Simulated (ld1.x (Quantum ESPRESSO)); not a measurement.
Results of a calculation; reference values are marked as such.
## Pseudopotentials across the periodic table

Generated with ld1.x 7.5 (TM, RRKJ, ultrasoft, PAW), atompaw 4.2 or ONCVPSP 4.0.1. The cutoff is in Ry: for ld1.x and atompaw files where the sum of valence levels is converged to 10 mRy in a Bessel basis, for ONCV files where the hardest occupied wave has 1 mHa per electron of residual kinetic energy. The error is the largest all-electron minus pseudo excitation energy over each file’s own four to seven test configurations (ionisations up to +4, promotions, holes and added fractions of an electron), all of which were solved. The labels leave out finer settings (local radius, basis sizes, second energies), which also bear on the numbers. Spin-polarised tests are not counted. The rows are a selection from randomly drawn settings: files with unsolved tests, undetermined cutoffs or missed reference levels are left out.

A true bound ghost makes a file unfit for plane-wave use even where its test errors are small: the radial tests pick states by their node count and pass the ghost by.

| element | potential | cutoff (Ry) | largest error (meV) | bound ghosts |
| --- | --- | --- | --- | --- |
| C | TM, LDA (PZ), non-relativistic, rc 0.75/1.55/1.25 (spd), local p, core correction no, reference 2s2 2p2 | 140 | +420 | none |
| Ne | PAW, PBEsol, scalar-relativistic, rc 0.68/0.88 (sp), local smoothed, core correction yes, reference 2s2 2p6 | 100 | +17 | none |
| P | ultrasoft, PBE, scalar-relativistic, rc 1.70/1.75 (sp), local smoothed, core correction yes, reference 3s2 3p2 | 12 | +31 | none |
| Ge | ultrasoft, PW91, scalar-relativistic, rc 1.70/2.45/0.80 (spd), local smoothed, core correction yes, reference 3d10 4s1 4p3 | 260 | -417 | none |
| Te | TM, PBE, fully relativistic, rc 1.90/1.75 (sp), local s, core correction yes, reference 5s2 5p4 | 35 | -73 | none |
| Hf | PAW, LDA (PZ), scalar-relativistic, rc 2.90/2.80/2.95 (spd), local smoothed, core correction yes, reference 5p6 5d2 6s2 6p0 | 12 | -380 | none |
| Re | TM, BP86, scalar-relativistic, rc 1.66/1.60/2.28 (spd), local smoothed, core correction no, reference 5p6 5d5 6s0 6p0 | 50 | +366 | s |

Question: Fill in the row for Sc: TM, LDA (PZ), scalar-relativistic, rc 2.25/2.65/2.25/2.70 (spdf), local d, core correction yes, reference 3d1 4s2 4p0.

Answer: cutoff 40 Ry, largest error -141 meV, bound ghosts: s, p.
